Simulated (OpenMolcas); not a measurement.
Re6+ in a point-charge field

Re6+ among 5 point charges of -1.5 e arranged as a square pyramid (C4v), 1.66 Å from the ion, with the axial distance 1.677 Å.
```
   1.6600    0.0000    0.0000  -1.50
   0.0000    1.6600    0.0000  -1.50
  -1.6600    0.0000    0.0000  -1.50
   0.0000   -1.6600    0.0000  -1.50
   0.0000    0.0000    1.6766  -1.50
```

- Program: OpenMolcas
- Method: SS-CASPT2, IPEA 0.25 Eh, imaginary shift 0.1 Eh (closed shells correlated: 4f 5s 5p)
- Basis: ANO-RCC-VDZP [7s6p4d2f1g]
- Scalar Hamiltonian: DKH2, point nucleus
- Active space: 1 electron in 5 orbitals (5d)
- State averaging: 2S+1 = 2 even, 5 roots
- Spin-orbit coupling: RASSI with atomic mean-field integrals over the reference wave functions

The lowest spin-free states, above the lowest:

```
   State  Degeneracy  E (cm-1)  Free-ion L (%)
2S+1 = 2           2         0         D (100)
2S+1 = 2           1      3730         D (100)
2S+1 = 2           1      9270         D (100)
2S+1 = 2           1     26060         D (100)
```

The lowest levels with spin-orbit coupling:

```
E (cm-1)  Degeneracy  2S+1               g
       0           2     2  0.53 1.58 1.58
    5900           2     2  0.28 0.28 3.36
   13090           2     2  1.47 3.58 3.58
   15880           2     2  0.45 2.37 2.37
   33540           2     2  2.09 2.09 3.81
```

Powder χT (cm3 K/mol): 0.165 at 2 K, 0.165 at 10 K, 0.166 at 50 K, 0.166 at 100 K, 0.168 at 200 K, 0.17 at 300 K. The effective moment at 300 K is 2.828 √(χT) = 1.17 μB.

The lowest level has 2S+1 = 2, for which the spin-only value is χT = S(S+1) / 2 = 0.375 cm3 K/mol (g = 2). The computed 0.170 at 300 K differs by -0.205, through orbital momentum, spin-orbit coupling and any other state in reach.

An orbital doublet at a regular site is open to a Jahn-Teller distortion, which this geometry leaves out. Free-ion shares, where given, are those of the reference states; single-state CASPT2 does not remix them. This is an electrostatic model: the charges have no orbitals. An unlabelled pair can be two single states that coincide in this model. No measured value stands beside these numbers.
